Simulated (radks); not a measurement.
Values are calculated unless marked as measured or tabulated.
Valence configurations of Fe (all share [Ar]). Code: a radial shooting solver on a logarithmic mesh with Libxc functionals. Model: non-relativistic Kohn-Sham, PBE, spin-polarised, spherical densities, point nucleus; open shells are filled with parallel spins first. Energies are relative to 3d6 4s2; eigenvalues in eV for spin up.

| valence | E (eV) | moment (Bohr magnetons) | e(3d) | e(4p) | e(4s) |
|---|---|---|---|---|---|
| 3d6.5 4s1.5 | -0.093 | 4 | -6.872 | - | -5.069 |
| 3d6 4s2 | 0.000 | 4 | -9.174 | - | -5.525 |
| 3d7 4s1 | 0.232 | 4 | -4.907 | - | -4.644 |
| 3d6 4s1.5 4p0.5 | 1.481 | 5 | -9.936 | -2.087 | -6.263 |
| 3d5.5 4s2 4p0.5 | 2.439 | 5 | -12.590 | -2.296 | -6.767 |
| 3d6 4s1 4p1 | 2.639 | 6 | -10.543 | -2.511 | -6.838 |
| 3d5 4s2 4p1 | 5.849 | 6 | -16.193 | -3.026 | -7.918 |
| 3d4.5 4s2 4p1.5 | 13.152 | 6 | -19.772 | -3.700 | -8.971 |
| 3d4 4s2 4p2 | 21.946 | 6 | -23.477 | -4.351 | -9.988 |
| 3d3 4s2 4p3 | 44.276 | 6 | -31.230 | -5.614 | -11.943 |

NIST lists [Ar] 3d6 4s2 as the ground configuration; this level of theory puts 3d6.5 4s1.5 lower, by 0.093 eV. The energies are those of spherical high-spin densities, not of single terms.
